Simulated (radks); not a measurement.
The numbers below are computed, except where a source is named.
Q: The mean radii <r> (bohr) of the occupied orbitals of an atom or ion are listed with their occupations. Level of theory: Dirac Kohn-Sham, PBE, spin-unpolarised, spherical densities, finite nucleus; Fermi nuclear charge, rms radius of each element as measured or else 0.836 A^(1/3) + 0.57 fm (a radial shooting solver on a logarithmic mesh with Libxc functionals).

| orbital | occ. | <r> |
|---|---|---|
| 1s1/2 | 2 | 0.03111 |
| 2s1/2 | 2 | 0.1345 |
| 2p1/2 | 2 | 0.1141 |
| 2p3/2 | 4 | 0.1192 |
| 3s1/2 | 2 | 0.3683 |
| 3p1/2 | 2 | 0.3600 |
| 3p3/2 | 4 | 0.3709 |
| 3d3/2 | 4 | 0.3437 |
| 3d5/2 | 6 | 0.3472 |
| 4s1/2 | 2 | 0.9121 |
| 4p1/2 | 2 | 0.9797 |
| 4p3/2 | 4 | 1.011 |
| 4d3/2 | 4 | 1.403 |
| 4d5/2 | 6 | 1.429 |
| 5s1/2 | 1 | 3.166 |

Name the element and its charge. Open shells, if any, are shared by 2j + 1.

A: Z = 47, silver, charge 0: Ag in [Kr] 4d10 5s1. The 1s radius gives Z: for a bare nucleus <r> = (2 gamma + 1)/(2Z) with gamma = sqrt(1 - (Z/c)^2), 0.03062 bohr for Z = 47, and screening makes it slightly larger (0.03111 here). The occupations add up to 47, and the charge is Z minus that.
